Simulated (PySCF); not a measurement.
## Working out the ionisation energy of Br

Br [Ar] 3d10 4s2 4p5 (2P) → Br⁺ [Ar] 3d10 4s2 4p4 (3P). All numbers are calculated (PySCF 2.14, a scalar-relativistic core potential, in cc-pVTZ-PP with ECP10MDF (5s4p3d1f, 39 functions)). Frozen: 3s2 3p6 3d10. Energies in hartree (1 hartree = 27.21139 eV):

| part | Br (lower) | Br⁺ (upper) |
| --- | --- | --- |
| UHF | -415.491391 | -415.096681 |
| CCSD correlation | -0.153556 | -0.123725 |
| (T) | -0.004422 | -0.003220 |

What does Hartree-Fock give?

(-415.096681) − (-415.491391) = 0.394710 hartree = 10.741 eV.

What do CCSD and CCSD(T) give?

The CCSD correlation energies differ by 0.029831 hartree = 0.812 eV and the triples by 0.001202 hartree = 0.033 eV, so CCSD gives 11.553 eV and CCSD(T) 11.586 eV.

Measured between the centres of the two terms (NIST): 11.844 eV, so CCSD(T) (valence) is off by -0.258 eV.

What remains against the reference includes basis incompleteness, the frozen core and higher excitations.
